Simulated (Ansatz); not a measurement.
# Abstraction of Br: C2H5BrMg + GeH2Br → C2H5Mg + GeH2Br2

Species: C2H5BrMg `C[CH2][Mg][Br]`, singlet; GeH2Br `[GeH2][Br]`, doublet; C2H5Mg `C[CH2][Mg]`, doublet; GeH2Br2 `[Br][GeH2][Br]`, singlet. A radical takes Br: the energy is the difference in strength between the Mg–Br bond broken and the Ge–Br bond made.

Shapes, held fixed at every level: PBE0-D4/def2-TZVP. Programs: Ansatz 0.2.0. The zero-point and thermal change to 298 K, harmonic and unscaled (PBE0-D4/def2-TZVP), is +1.4 kJ/mol.

Question: Estimate ΔH(298 K) of this reaction.

Answer: The highest level, CCSD(T)/def2-TZVPP, gives ΔH(298 K) = +66.8 kJ/mol; the levels span +61.7 to +80.8. The column of differences is taken from that level and isn't an error. No measured value is set beside it here. Open shells run unrestricted unless RO is named. Relativity is left out for Br, Ge unless named. Correlated rows may include outer-core shells of Br, Ge, Mg, which these sets cover unevenly. Times are processor times on shared x86 and Arm servers, and rough.

| level | kind | ΔH(298 K) (kJ/mol) | less CCSD(T)/def2-TZVPP | CPU time (sum over the molecules) |
| --- | --- | --- | --- | --- |
| HF/def2-TZVPP | Hartree–Fock | +80.8 | +14.0 | – |
| r2SCAN-D4/def2-TZVPP | meta-GGA | +73.3 | +6.5 | 42 s |
| PBE0-D4/def2-TZVPP | global hybrid | +61.7 | -5.1 | 25 s |
| r2SCAN0-D4/def2-TZVPP | global hybrid | +74.0 | +7.2 | 42 s |
| wB97X-V/def2-TZVPP | range-separated hybrid | +74.0 | +7.2 | 69 s |
| B2PLYP/def2-TZVPP | double hybrid | +74.7 | +7.9 | 43 s |
| CCSD/def2-TZVPP | coupled cluster or CI | +70.5 | +3.7 | – |
| CCSD(T)/def2-TZVPP | coupled cluster or CI | +66.8 | 0.0 | 8.5 min |
